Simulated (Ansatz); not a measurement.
System: BAsH4, charge 0, singlet. BAsH4 (SMILES B[AsH2]).
B3LYP-D3(BJ)/def2-TZVP minimum from Ansatz (a quantum-chemistry and plane-wave program):
```xyz
6

B     -1.6303    -0.2133    -0.0522
As     0.3431     0.0556    -0.0388
H      0.7779    -1.2113     0.6698
H      0.4742     0.9945     1.1433
H     -2.3484     0.7245     0.0786
H     -2.0731    -1.2749    -0.3506
```

Property: atomisation energy (electronic, to ground-state atoms), in kcal/mol. UHF or UKS for unpaired electrons; spin-orbit terms are left out. Cores are frozen in correlated methods (noble-gas shells, and filled d and f shells in the p block). No relativity. CBS(X,Y): correlation extrapolated as X^-3, Hartree-Fock from the larger set (Q,5: extrapolated as (X+1)exp(-9√X)). A bracket is a step between two methods taken in the basis named. Double hybrids freeze cores in their MP2 part. Where a partner has so few electrons that a lower coupled-cluster level is exact, that level stands in.

CCSD(T)/CBS(cc-pVQZ,cc-pV5Z) + [CCSDT(Q) - CCSD(T)]/cc-pVTZ + [CCSDTQ - CCSDT(Q)]/cc-pVDZ (Ansatz) gives 391.4 kcal/mol.

What does PBE/def2-TZVPD (Ansatz) give here, and how do the other levels compare?

PBE gives 396.0 kcal/mol, 4.6 kcal/mol above it. Differences of the others: r2SCAN/def2-TZVPD (Ansatz) 6.5; B3LYP/def2-TZVPD (Ansatz) 6.4; PBE0/def2-TZVPD (Ansatz) 1.1; wB97M-V/def2-TZVPD (Ansatz) 4.7; B2PLYP/def2-TZVPD (Ansatz) -1.2; CCSD(T)/CBS(cc-pVQZ,cc-pV5Z) (Ansatz) -0.4 kcal/mol.
